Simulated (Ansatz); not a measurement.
SiCl₂O₂H₂⁺, that is Si(OH)2Cl2 with one electron fewer. Charge 1, multiplicity 2. Geometry r2SCAN-D4/def2-SVP, that of the neutral singlet; atoms count from 1.

Cartesian coordinates in Å:
```
Si -0.093 0.052 -0.018
O 0.092 -1.539 0.305
H -0.594 -2.137 -0.013
O 1.408 0.698 -0.013
H 1.485 1.638 0.186
Cl -1.262 1.002 1.388
Cl -1.036 0.287 -1.834
```

**Question.** Estimate the Mulliken populations from the PBE0/def2-TZVP orbitals of Ansatz.

**Answer.** 
```json
{"atom": "Si1", "charge (e)": "0.69", "spin (α − β)": "-0.08"}
{"atom": "O2", "charge (e)": "-0.37", "spin (α − β)": "0.12"}
{"atom": "H3", "charge (e)": "0.37", "spin (α − β)": "0.00"}
{"atom": "O4", "charge (e)": "-0.37", "spin (α − β)": "0.12"}
{"atom": "H5", "charge (e)": "0.37", "spin (α − β)": "0.00"}
{"atom": "Cl6", "charge (e)": "0.15", "spin (α − β)": "0.43"}
{"atom": "Cl7", "charge (e)": "0.15", "spin (α − β)": "0.43"}
```
Mulliken values depend strongly on the basis.

**Question.** Where does the spin sit?

**Answer.** Summed by element: Si -0.08, O 0.23, H -0.01, Cl 0.86, of 1 unpaired in all. Largest on single atoms: Cl6 0.43, Cl7 0.43, O2 0.12.

**Question.** And the Mayer bond orders between heavy atoms (over 0.3)?

**Answer.** Si1–O2 1.33 (1.63 Å); Si1–O4 1.33 (1.63 Å); Si1–Cl6 1.10 (2.06 Å); Si1–Cl7 1.10 (2.06 Å).
